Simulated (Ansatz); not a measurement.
Calculation: frozen-core CCSD(T)/cc-pVTZ // PBE0-D4/def2-TZVP (Ansatz, a first-principles code).

Ansatz 0.2 input:
```yaml
crystal:
  periodic: [false, false, false]
  atoms:
    - { symbol: C, position_ang: [2.174202, -0.111027, 0.335178] }
    - { symbol: C, position_ang: [1.069885, 0.258876, 0.031153] }
    - { symbol: N, position_ang: [-0.15696, 0.632382, -0.348629] }
    - { symbol: C, position_ang: [-1.250897, -0.301575, -0.14477] }
    - { symbol: H, position_ang: [3.155279, -0.427478, 0.592646] }
    - { symbol: H, position_ang: [-0.380933, 1.592788, -0.136525] }
    - { symbol: H, position_ang: [-2.152125, 0.104214, -0.605776] }
    - { symbol: H, position_ang: [-1.449283, -0.504604, 0.914271] }
    - { symbol: H, position_ang: [-1.00917, -1.243575, -0.637549] }
basis:
  gaussian: { orbitals: cc-pVTZ }
correlation:
  method: ccsd_t
```

Output:

```
Functional definition: HF
1081 factors; integrals over basis functions are off by at most 1.0e-3 eV
mean field evaluation 1: about -4649.0557 eV, gradient 3.0e1 eV
mean field evaluation 2: about -4649.0617 eV, gradient 3.0e1 eV
mean field evaluation 4: about -4651.5124 eV, gradient 2.9e0 eV
mean field evaluation 8: about -4651.5432 eV, gradient 6.4e-4 eV
mean field evaluation 16: about -4651.5377 eV, gradient 2.6e-1 eV
mean field -4651.54320541 eV, -170.9410598694 hartree, gradient 3.7e-6 eV, S^2 0.000000; 0 other end points of the search recorded, 0 dependent functions left out
4 core orbitals not correlated
reference -4651.54320541 eV, -170.9410598694 hartree; 11, 11 occupied and 175, 175 virtual orbitals, 1081 factors
second order -18.72455336 eV of doubles, -0.00000000 eV of singles
cycle   1  -18.80314189 eV  change   -7.9e-2 eV  update   9.5e-2
cycle   2  -19.29338820 eV  change   -4.9e-1 eV  update   2.8e-2
cycle   3  -19.39797774 eV  change   -1.0e-1 eV  update   1.3e-2
cycle   4  -19.39473527 eV  change    3.2e-3 eV  update   3.6e-3
cycle   5  -19.39623716 eV  change   -1.5e-3 eV  update   1.5e-3
cycle   6  -19.39673627 eV  change   -5.0e-4 eV  update   4.0e-4
cycle   7  -19.39664034 eV  change    9.6e-5 eV  update   1.4e-4
cycle   8  -19.39662076 eV  change    2.0e-5 eV  update   5.5e-5
cycle   9  -19.39663040 eV  change   -9.6e-6 eV  update   2.2e-5
perturbative correction -0.88630440 eV, -0.0325710859 hartree
Total energy: -4671.82614021 eV, -171.6864439752 hartree
```

Cost: very roughly 50 core-seconds.
